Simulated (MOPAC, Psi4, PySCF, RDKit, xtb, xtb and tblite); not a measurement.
Torsional profile of SMILES CC[SiH2]SC. Scanned: dihedral C1–C2–Si3–S4; all other coordinates were relaxed at GFN2-xTB. Points at φ and −φ are mirror images.

Geometry of the scan point at 40° (Å):
```
15

C      2.7279    -0.0041    -0.3032
C      1.4244     0.7404    -0.0338
Si    -0.1230    -0.3264    -0.2792
S      0.2969    -2.2795     0.5068
C     -1.3266    -3.0570     0.2532
H      2.8087    -0.8730     0.3461
H      3.5853     0.6423    -0.1231
H      2.7707    -0.3472    -1.3346
H      1.4416     1.1234     0.9881
H      1.3560     1.6104    -0.6875
H     -1.2801     0.2066     0.4410
H     -0.4627    -0.5012    -1.6934
H     -1.5708    -3.0555    -0.8043
H     -2.0819    -2.5189     0.8170
H     -1.2474    -4.0763     0.6154
```

Computed with: GFN2-xTB (xtb and tblite); MMFF94 // GFN2-xTB (RDKit); B3LYP/def2-TZVP // GFN2-xTB (Psi4); B3LYP-D3(BJ)/def2-TZVP // GFN2-xTB (Psi4); PBE/def2-TZVP // GFN2-xTB (Psi4); PBE-D3(BJ)/def2-TZVP // GFN2-xTB (Psi4); UFF // GFN2-xTB (RDKit); AM1, restricted, heats of formation // GFN2-xTB (MOPAC); PM3, restricted, heats of formation // GFN2-xTB (MOPAC); GFN1-xTB // GFN2-xTB (xtb); RKS-B3LYP/6-31G* = restricted B3LYP/6-31G*, spherical d, density fitting // GFN2-xTB run with PySCF; RHF/LANL2DZ = restricted Hartree-Fock/LANL2DZ, with its core potentials past Ne // GFN2-xTB in PySCF; RHF/STO-3G = restricted Hartree-Fock/STO-3G // GFN2-xTB run with PySCF 2.14.0; RMP2/6-31G* = PySCF 2.14.0 with restricted MP2 (frozen core)/6-31G*, spherical d // GFN2-xTB.

Least-squares fit of E(φ) = a0 + Σ (a_n cos nφ + b_n sin nφ), n = 1 to 4, to the 18 scan points, in kJ/mol above the lowest point of each profile (levels whose profile four harmonics don't fit are not listed):

| method | a0 | a1 | b1 | a2 | b2 | a3 | b3 | a4 | b4 | rms of fit |
|---|---|---|---|---|---|---|---|---|---|---|
| GFN2-xTB | 3.85 | 1.50 | 0.00 | -0.55 | 0.00 | 1.99 | 0.00 | 0.23 | 0.00 | 0.06 |
| MMFF94 | 4.92 | 2.84 | 0.00 | 2.25 | 0.00 | 4.28 | 0.00 | -0.29 | 0.00 | 0.26 |
| B3LYP/def2-TZVP | 2.93 | 0.93 | 0.00 | 0.87 | 0.00 | 2.94 | 0.00 | 0.06 | 0.00 | 0.02 |
| B3LYP-D3(BJ)/def2-TZVP | 3.54 | -0.33 | 0.00 | 0.62 | 0.00 | 3.04 | 0.00 | 0.08 | 0.00 | 0.01 |
| PBE/def2-TZVP | 2.93 | 0.49 | 0.00 | 0.68 | 0.00 | 2.82 | 0.00 | 0.08 | 0.00 | 0.02 |
| PBE-D3(BJ)/def2-TZVP | 3.28 | -0.20 | 0.00 | 0.56 | 0.00 | 2.88 | 0.00 | 0.09 | 0.00 | 0.02 |
| UFF | 5.26 | 1.70 | 0.00 | 1.00 | 0.00 | 4.67 | 0.00 | -0.06 | 0.00 | 0.16 |
| AM1 | 2.08 | 1.82 | 0.00 | 0.72 | 0.00 | 1.08 | 0.00 | 0.16 | 0.00 | 0.08 |
| PM3 | 3.30 | 3.06 | 0.00 | 1.36 | 0.00 | 1.69 | 0.00 | 0.12 | 0.00 | 0.05 |
| GFN1-xTB | 2.60 | -0.13 | 0.00 | 0.43 | 0.00 | 2.25 | 0.00 | 0.19 | 0.00 | 0.02 |
| RKS-B3LYP/6-31G* | 2.74 | 0.84 | 0.00 | 0.75 | 0.00 | 2.74 | 0.00 | 0.12 | 0.00 | 0.02 |
| RHF/LANL2DZ | 3.26 | 1.03 | 0.00 | 1.40 | 0.00 | 3.04 | 0.00 | 0.05 | 0.00 | 0.03 |
| RHF/STO-3G | 3.03 | 0.44 | 0.00 | 0.62 | 0.00 | 2.86 | 0.00 | 0.00 | 0.00 | 0.06 |
| RMP2/6-31G* | 3.55 | 0.27 | 0.00 | 0.78 | 0.00 | 3.23 | 0.00 | 0.17 | 0.00 | 0.01 |

MMFF94 has few fitted parameters for silicon.
